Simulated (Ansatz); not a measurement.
Al₂B₃ was relaxed with PBE0-D4 (def2-SVP) in Ansatz in these states: neutral doublet, neutral quartet. The geometries follow in no particular order.

A:

```csv
atom,x (Å),y (Å),z (Å)
B1,-1.0772,-0.3412,-1.3844
B2,-0.7406,-0.0926,0.1010
B3,0.4452,-0.0990,-1.2067
Al4,1.6427,0.2866,0.3786
Al5,-0.2701,0.2461,2.1115
```

B:

```xyz
5

B     0.422    1.030    1.554
B     0.442    0.460   -0.073
B    -0.500   -0.141    1.125
Al   -1.019   -1.312   -0.523
Al    0.656   -0.037   -2.083
```

Question: Judge from the bond lengths which geometry belongs to which state (an estimate).

Answer: A is the neutral doublet (B1–B2 1.543 Å, B2–B3 1.765 Å, B2–Al4 2.429 Å); B is the neutral quartet (B1–B2 1.724 Å, B2–B3 1.639 Å, B2–Al4 2.341 Å).

At PBE0-D4/def2-SVP the charge 0 doublet is spin-contaminated (final ⟨S²⟩ up to 0.87, 0.75 for a pure state). At PBE0-D4/def2-TZVP a doublet lies 1.04 eV below the neutral quartet. These are the stationary points nearest to one start from a short search; other shapes may lie lower in each state.
